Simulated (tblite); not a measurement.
Isomers of C5H11FO2Si. Level: GFN2-xTB in tblite, geometry and Hessian alike; calculated harmonic values, unscaled, isolated species. Against measured fundamentals such values can be off by several per cent, at times by over 20. Modes of hydrogen on silicon can be 10 to 20 % off. One conformer each.

Electronic energies: GFN2-xTB at the same geometries; isomer energies are rough at this level and their order can be wrong.

```json
{"SMILES": "CO/C=C(/C)O[SiH2]CF", "electronic energy, lowest = 0 (kJ/mol)": "229.5"}
{"SMILES": "CO[Si](F)(OC)C1CC1", "electronic energy, lowest = 0 (kJ/mol)": "0.0"}
{"SMILES": "CC(C)(C)OC(=O)[SiH2]F", "electronic energy, lowest = 0 (kJ/mol)": "92.4"}
```

Question: How do GFN2-xTB zero-point energies change the relative energies?

Answer: 
```tsv
SMILES	ZPE (kJ/mol)	of it from modes above 1550 cm⁻¹	electronic (kJ/mol)	with ZPE, lowest = 0 (kJ/mol)	lowest mode (cm⁻¹)	rings
CO[Si](F)(OC)C1CC1	412.3	199.1	0.0	0.0	20	1
CC(C)(C)OC(=O)[SiH2]F	399.8	202.6	92.4	79.9	24	0
CO/C=C(/C)O[SiH2]CF	395.4	199.1	229.5	212.6	51	0
```

The zero-point energies span 16.9 kJ/mol, from `CO/C=C(/C)O[SiH2]CF` to `CO[Si](F)(OC)C1CC1`. The order is unchanged.
